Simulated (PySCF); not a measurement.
Gas-phase reaction: 2 H3SiGeH3 + 2 SiH2 ⇌ 2 GeH3 + i-Si4H10

Computed with PySCF and rigid-rotor harmonic-oscillator thermochemistry at 1 bar. † marks an energy on the PBE0/def2-TZVP geometry and frequencies; other levels use their own. MP2 freezes the core. Open shells (unrestricted): GeH3 (multiplicity 2); the rest are closed-shell singlets. B3LYP is the form with VWN-RPA correlation. Ge: all electrons, no relativistic terms. GeH3: computed as isolated molecules; such fragments, hydroxides, amides, oligomers or adducts are transient or little studied in the gas. MP2 isn't extrapolated to the basis-set limit; its ΔH°(298 K) is -198.7 kJ in def2-SVP and -189.9 kJ in def2-TZVPP. The harmonic model lacks anharmonicity and excited electronic states, which grow with temperature; levels with a mode under 35 cm⁻¹ are left out. Internal rotation in H3SiGeH3, i-Si4H10 is treated as a harmonic vibration of one conformer, which makes the entropy rough.

```json
[
 {"level": "B3LYP/def2-TZVP†", "ΔE electronic, kJ": "-172", "ΔH°(298 K), kJ": "-160", "ΔS°(298 K), J/K": "-132", "ΔG°(2000 K), kJ": "81"},
 {"level": "HF/def2-TZVP†", "ΔE electronic, kJ": "-220", "ΔH°(298 K), kJ": "-208", "ΔS°(298 K), J/K": "-132", "ΔG°(2000 K), kJ": "32"},
 {"level": "M06-2X/def2-TZVP†", "ΔE electronic, kJ": "-209", "ΔH°(298 K), kJ": "-197", "ΔS°(298 K), J/K": "-132", "ΔG°(2000 K), kJ": "43"},
 {"level": "MP2/def2-SVP†", "ΔE electronic, kJ": "-211", "ΔH°(298 K), kJ": "-199", "ΔS°(298 K), J/K": "-132", "ΔG°(2000 K), kJ": "41"},
 {"level": "MP2/def2-TZVPP†", "ΔE electronic, kJ": "-202", "ΔH°(298 K), kJ": "-190", "ΔS°(298 K), J/K": "-132", "ΔG°(2000 K), kJ": "50"},
 {"level": "PBE/def2-SVP", "ΔE electronic, kJ": "-213", "ΔH°(298 K), kJ": "-202", "ΔS°(298 K), J/K": "-134", "ΔG°(2000 K), kJ": "41"},
 {"level": "PBE/def2-TZVP†", "ΔE electronic, kJ": "-210", "ΔH°(298 K), kJ": "-198", "ΔS°(298 K), J/K": "-132", "ΔG°(2000 K), kJ": "43"},
 {"level": "PBE0/def2-SVP†", "ΔE electronic, kJ": "-224", "ΔH°(298 K), kJ": "-212", "ΔS°(298 K), J/K": "-132", "ΔG°(2000 K), kJ": "29"},
 {"level": "LDA/def2-TZVP†", "ΔE electronic, kJ": "-224", "ΔH°(298 K), kJ": "-212", "ΔS°(298 K), J/K": "-132", "ΔG°(2000 K), kJ": "28"},
 {"level": "ωB97X-V/def2-TZVP†", "ΔE electronic, kJ": "-199", "ΔH°(298 K), kJ": "-187", "ΔS°(298 K), J/K": "-132", "ΔG°(2000 K), kJ": "54"}
]
```
ΔH° is lowest at LDA/def2-TZVP† and highest at B3LYP/def2-TZVP†. No reference value is set beside these.
